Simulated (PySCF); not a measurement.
Ligand exchange on a metal centre used in film growth or etching (Mo F-NH2). Gas-phase values, no solvent. One relaxed conformer stands for each flexible species; it need not be the lowest.

All values below come from TPSSh-D3(BJ)/def2-TZVP // BP86-D3(BJ)/def2-SVP (PySCF 2.14.0). 

```tsv
species	HOMO–LUMO gap (eV)	LUMO (eV)	mean distance from the central atom to its bonded neighbours (Å)
0 of 6 F replaced by NH2 ([Mo(F)6])	(withheld)	-6.25	(withheld)
1 of 6 F replaced by NH2	(withheld)	-5.49	1.874
2 of 6 F replaced by NH2 ([Mo(F)4(NH2)2])	3.46	-4.59	(withheld)
3 of 6 F replaced by NH2 ([Mo(F)3(NH2)3])	3.71	-3.51	1.929
4 of 6 F replaced by NH2 ([Mo(F)2(NH2)4])	3.03	-3.17	1.955
5 of 6 F replaced by NH2	3.08	-2.68	1.980
```

Question: What belongs in the gaps?

Answer: 
- 0 of 6 F replaced by NH2 ([Mo(F)6]), HOMO–LUMO gap (eV): 5.42
- 0 of 6 F replaced by NH2 ([Mo(F)6]), mean distance from the central atom to its bonded neighbours (Å): 1.843
- 1 of 6 F replaced by NH2, HOMO–LUMO gap (eV): 3.21
- 2 of 6 F replaced by NH2 ([Mo(F)4(NH2)2]), mean distance from the central atom to its bonded neighbours (Å): 1.902
